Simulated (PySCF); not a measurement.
The same groups moved round the core (styrene fluoro+silyl). Gas-phase values, no solvent. One relaxed conformer stands for each flexible species; it need not be the lowest. Strings in code marks are SMILES. All members: neutral, multiplicity 1. Level: ωB97X-D3(BJ)/def2-TZVP // PBE0-D3(BJ)/def2-SVP (PySCF), beside PBE-D3(BJ)/def2-TZVP // PBE0-D3(BJ)/def2-SVP (PySCF) at the same geometries. 

```csv
species,"HOMO–LUMO gap, PBE (eV)","HOMO–LUMO gap, ωB97X-D3(BJ) (eV)"
`C=Cc1ccc([SiH3])cc1F` (C–C–C–C torsion 0°),3.44,9.24
`C=Cc1ccc([SiH3])c(F)c1` (C–C–C–C torsion 179°),3.51,withheld
`C=Cc1cc([SiH3])ccc1F` (C–C–C–C torsion 3°),3.55,9.43
`C=Cc1cc(F)ccc1[SiH3]` (C–C–C–C torsion 20°),3.63,9.50
`C=C(F)c1ccccc1[SiH3]` (F–C–C–C torsion 157°),3.66,9.61
`C=Cc1c(F)cccc1[SiH3]` (C–C–C–C torsion 145°),3.72,9.64
`C=C([SiH3])c1ccccc1F` (Si–C–C–C torsion 145°),3.74,9.73
`C=C([SiH3])c1ccc(F)cc1` (Si–C–C–C torsion 33°),3.74,9.73
```

Problem. Fit y = a + b·x, y being the HOMO–LUMO gap at the first level, to the 7 complete rows by least squares, with x = the PBE value in eV. Give a, b and the rms residual, and predict the withheld value.

Solution. Means of the 7 rows: x̄ = 3.64, ȳ = 9.5543 eV. Σ(x − x̄)² = 0.075 and Σ(x − x̄)(y − ȳ) = 0.1177, so b = 1.569 and a = ȳ − b·x̄ = 3.843 eV. The rms residual is 0.026 eV. At x = 3.51 the line gives 9.35 eV. The run for `C=Cc1ccc([SiH3])c(F)c1` (C–C–C–C torsion 179°) gave 9.32 eV, so the line is off by 0.03 eV, within twice the rms residual.

Codes: PySCF.
